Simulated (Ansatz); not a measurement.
Basis-set extrapolation for C$_{2}$H$_{7}$BS$_{2}$, SMILES `CB(C)SS` (PBE0-D4/def2-TZVP geometry, frozen core, the Gaussian-basis code of Ansatz). Multiplicity 1, RHF reference.

|  | def2-TZVPP | def2-QZVPP |
| --- | --- | --- |
| HF | -899.639490 | -899.666624 |
| MP2 correlation | -0.824947 | -0.885546 |
| CCSD(T) correlation | -0.923890 | not run |

Energies in hartree. Use E(X) = E(∞) + A·exp(−7.88·√X) for Hartree–Fock and E(X) = E(∞) + B·X^(−2.97) for correlation, with X = 3 and 4, and add CCSD(T) minus MP2 of the smaller set to the MP2 limit.

**Question.** What is the CCSD(T) energy at the basis-set limit?

**Answer.** HF limit: -899.666624 + (-0.027134) × 0.13774 = -899.67036. MP2 limit: -0.885546 + (-0.060599) × 0.74074 = -0.93043. Higher-order term: -0.923890 − (-0.824947) = -0.09894. Total: -900.69973 hartree, 358.0 kJ/mol below CCSD(T)/def2-TZVPP.
